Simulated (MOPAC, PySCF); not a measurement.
CH2B2O, SMILES `OB1C=B1` (H–O–B–C torsion 0°), neutral singlet in the gas phase. 

Cartesian coordinates (Å):
SMILES: OB1B=C1
```xyz
6

O      1.6235     0.1051     0.0337
B      0.3570     0.5139     0.0165
B     -0.9903     1.2482     0.0037
C     -1.1522    -0.1057    -0.0243
H      1.7762    -0.8462     0.0201
H     -1.4574    -1.1401    -0.0493
```
Charge 0, multiplicity 1.

All levels are single points at this geometry (r2SCAN-D4/def2-TZVP); Pople sets use spherical d functions. Orbital energies aren't observables, and empty levels follow the basis.

```tsv
level	HOMO (eV)	LUMO (eV)	gap (eV)	dipole (D)	vertical IE, Delta-SCF (eV)
r2SCAN-D4/def2-TZVP in PySCF	-6.79	-2.83	3.95	2.89	9.93
B3LYP/3-21G in PySCF	-7.25	-1.99	5.27	3.12	–
B3LYP/6-311+G** in PySCF	-7.54	-2.36	5.18	2.77	–
BP86/6-31G* in PySCF	-6.27	-2.65	3.62	2.97	–
M06-2X/6-31G* in PySCF	-8.44	-0.75	7.69	2.83	–
HF/3-21G in PySCF	-10.04	1.69	11.73	2.72	–
HF/6-31G* in PySCF	-9.89	1.96	11.85	2.59	8.65
HF/STO-3G in PySCF	-7.49	5.59	13.09	1.47	–
PM3 in MOPAC	-10.80	-1.40	9.40	3.09	–
```
